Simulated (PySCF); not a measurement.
GaClBr2, SMILES [Cl][Ga]([Br])[Br].

Geometry: B3LYP-D3(BJ)/def2-SVP.

Calculation: PySCF with PBE0/def2-TZVP.

Symmetry labels are those of the subgroup C2v that the program uses (full group C2v).

Q: List the valence orbital energies around the gap with their symmetry. (An estimate is asked for; the answer gives what the named calculation found.)

A: 
```json
[
 {"orbital": "HOMO−7", "symmetry": "A1", "energy (eV)": "-10.98"},
 {"orbital": "HOMO−6", "symmetry": "B2", "energy (eV)": "-10.80"},
 {"orbital": "HOMO−5", "symmetry": "B1", "energy (eV)": "-10.05"},
 {"orbital": "HOMO−4", "symmetry": "B2", "energy (eV)": "-9.50"},
 {"orbital": "HOMO−3", "symmetry": "B1", "energy (eV)": "-9.33"},
 {"orbital": "HOMO−2", "symmetry": "A1", "energy (eV)": "-9.15"},
 {"orbital": "HOMO−1", "symmetry": "A2", "energy (eV)": "-9.07"},
 {"orbital": "HOMO", "symmetry": "B2", "energy (eV)": "-8.85"},
 {"orbital": "LUMO", "symmetry": "A1", "energy (eV)": "-2.34"},
 {"orbital": "LUMO+1", "symmetry": "B1", "energy (eV)": "-1.74"},
 {"orbital": "LUMO+2", "symmetry": "A1", "energy (eV)": "1.31"},
 {"orbital": "LUMO+3", "symmetry": "B2", "energy (eV)": "1.38"}
]
```
